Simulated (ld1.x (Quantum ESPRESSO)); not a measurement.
Values are calculated unless marked as measured or tabulated.
**Potentials for boron compared**

Generated with ld1.x 7.5 (TM, RRKJ, ultrasoft, PAW), atompaw 4.2 or ONCVPSP 4.0.1. The cutoff is in Ry: for ld1.x and atompaw files where the sum of valence levels is converged to 10 mRy in a Bessel basis, for ONCV files where the hardest occupied wave has 1 mHa per electron of residual kinetic energy. The error is the largest all-electron minus pseudo excitation energy over each file’s own four to seven test configurations (ionisations up to +4, promotions, holes and added fractions of an electron), all of which were solved. The labels leave out finer settings (local radius, basis sizes, second energies), which also bear on the numbers. Spin-polarised tests are not counted. The rows are a selection from randomly drawn settings: files with unsolved tests, undetermined cutoffs or missed reference levels are left out.

```tsv
potential	cutoff (Ry)	largest error (meV)	bound ghosts
TM semilocal, LDA (PZ), scalar-relativistic, rc 0.95/3.40/3.50 (spd), local s, core correction no, reference 2s2 2p1	70	+426	none
RRKJ, PBEsol, non-relativistic, rc 1.10/1.75 (sp), local s, core correction yes, reference 2s2 2p0.5	25	+40	none
ultrasoft, BP86, non-relativistic, rc 1.55/2.95/2.55 (spd), local smoothed, core correction yes, reference 2s2 2p1	6	+55	none
PAW, PBE, scalar-relativistic, rc 1.10/1.85 (sp), local smoothed, core correction yes, reference 2s1.75 2p1.25	25	+1.0	none
TM, PW91, scalar-relativistic, rc 1.15/2.75/2.10 (spd), local smoothed, core correction no, reference 2s2 2p0.75	21	+192	none
TM semilocal, PBEsol, scalar-relativistic, rc 1.30/3.60 (sp), local s, core correction yes, reference 2s2 2p0.5	21	+249	none
```

Problem. Fill in the row for B: RRKJ, PBEsol, scalar-relativistic, rc 1.25/2.90 (sp), local p, core correction yes, reference 2s2 2p0.

Solution. cutoff 30 Ry, largest error +96 meV, bound ghosts: none.
